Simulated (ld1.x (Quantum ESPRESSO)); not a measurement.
Logarithmic derivatives: Ti (Z = 22), TM semilocal

```json
{
  "Element": "titanium (Ti)",
  "Generator": "ld1.x (Quantum ESPRESSO) 7.5",
  "Type": "norm-conserving Troullier–Martins (semilocal form)",
  "Functional": "PW91",
  "Relativity": "scalar-relativistic",
  "Frozen core": "[Ar]",
  "Valence charge": "4",
  "Reference configuration": "3d2 4s0 4p0 (charge +2)",
  "Partial waves": "4s (bound, empty): rc 2.25 bohr; 3d (bound): rc 1.15 bohr; 4p (bound, empty): rc 3.00 bohr",
  "Local potential": "the p channel",
  "Core correction": "Bessel-smoothed model core, default radius (core density twice the valence density)"
}
```

The phase is arctan(r·u′/u) with u = r·R(r), unwrapped; energies in Ry, scanned from -3 to 5 Ry. A pole is an energy at which the radial function vanishes at the test radius. The pseudo phase is shifted by a multiple of π to meet the all-electron one at the reference energy, and phase errors are pseudo minus all-electron; the curves can meet again beyond the range given. Levels narrower than the energy grid can be missing from the lists of poles.

```json
{"channel": "s", "radius (bohr)": "3.25", "reference energy (Ry)": "-1.25", "poles, all-electron": "-0.28", "poles, pseudo": "-0.32, 2.70", "unbroken range about the reference energy with phases within 0.05 rad": "below 0.5", "phase error 1 Ry above the reference energy (rad)": "-0.012"}
{"channel": "p", "radius (bohr)": "3.25", "reference energy (Ry)": "-0.93", "poles, all-electron": "0.43", "poles, pseudo": "0.34, 4.33", "unbroken range about the reference energy with phases within 0.05 rad": "below 1.1", "phase error 1 Ry above the reference energy (rad)": "-0.012"}
{"channel": "d", "radius (bohr)": "3.25", "reference energy (Ry)": "-1.45", "poles, all-electron": "-1.37, 1.65", "poles, pseudo": "-1.37, 1.67", "unbroken range about the reference energy with phases within 0.05 rad": "below 3.4", "phase error 1 Ry above the reference energy (rad)": "+0.002"}
```

Phases in the s channel:

| E (Ry) | all-electron | pseudo |
| --- | --- | --- |
| -3.00 | 1.307 | 1.305 |
| -2.52 | 1.241 | 1.238 |
| -2.04 | 1.091 | 1.087 |
| -1.56 | 0.452 | 0.447 |
| -1.08 | -1.131 | -1.132 |
| -0.60 | -1.480 | -1.486 |
| -0.12 | -1.603 | -1.618 |
| 0.36 | -1.686 | -1.724 |
| 0.84 | -1.774 | -1.907 |
| 1.32 | -1.923 | -2.997 |
| 1.80 | -2.361 | -4.429 |
| 2.28 | -3.790 | -4.632 |
| 2.76 | -4.369 | -4.721 |
| 3.24 | -4.532 | -4.793 |
| 3.72 | -4.609 | -4.888 |
| 4.20 | -4.656 | -5.110 |
| 4.68 | -4.691 | -6.469 |
